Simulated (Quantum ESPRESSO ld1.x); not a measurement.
Q: The mean radii <r> (bohr) of the occupied orbitals of an atom or ion are listed with their occupations. Calculated with ld1.x of Quantum ESPRESSO 7.5: scalar-relativistic Kohn-Sham, LDA (Slater exchange, VWN5 correlation), spin-polarised, spherical densities, point nucleus.

| orbital | occ. | <r> |
|---|---|---|
| 1s up | 1 | 0.03043 |
| 1s down | 1 | 0.03043 |
| 2s up | 1 | 0.1318 |
| 2s down | 1 | 0.1318 |
| 2p up | 3 | 0.1149 |
| 2p down | 3 | 0.1149 |
| 3s up | 1 | 0.3590 |
| 3s down | 1 | 0.3589 |
| 3p up | 3 | 0.3575 |
| 3p down | 3 | 0.3575 |
| 3d up | 5 | 0.3349 |
| 3d down | 5 | 0.3349 |
| 4s up | 1 | 0.8753 |
| 4s down | 1 | 0.8751 |
| 4p up | 3 | 0.9519 |
| 4p down | 3 | 0.9520 |
| 4d up | 5 | 1.197 |
| 4d down | 4 | 1.200 |

Name the element and its charge. Open shells, if any, are filled with parallel spins first.

A: Z = 48, cadmium, charge +3: Cd3+ in [Kr] 4d9. The 1s radius gives Z: for a bare nucleus <r> = (2 gamma + 1)/(2Z) with gamma = sqrt(1 - (Z/c)^2), 0.02993 bohr for Z = 48, and screening makes it slightly larger (0.03043 here). The occupations add up to 45, and the charge is Z minus that.
